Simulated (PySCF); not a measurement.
## Electron correlation in Te(50+) (tellurium, charge +50)

1s2, closed-shell 1S. Computed with PySCF 2.14 in an even-tempered Gaussian basis (15 s from 110 bohr⁻², ratio 2.2; 7 p from 160 bohr⁻², ratio 2.4; 4 d from 480 bohr⁻², ratio 2.4; 3 f from 720 bohr⁻², ratio 2.4; 3 g from 1100 bohr⁻², ratio 2.4), with no relativity, point nucleus. Frozen: nothing; 2 electrons correlated; the 11 highest virtual orbitals of each spin left out.

With two correlated electrons CCSD is exact within the correlated space (frozen core and kept virtual orbitals).

| level | correlation energy (mhartree) |
| --- | --- |
| CCSD | -45.79 |

Diagnostics: T1 = 8.0e-07, D1 = 0.0000, largest double amplitude 0.001.

Q: Is a single reference adequate?

A: Yes, within this model without spin-orbit coupling: T1 lies below 0.03 and no double amplitude reaches 0.07.

At this charge a non-relativistic calculation is a model, useful for the Z dependence of the correlation energy.
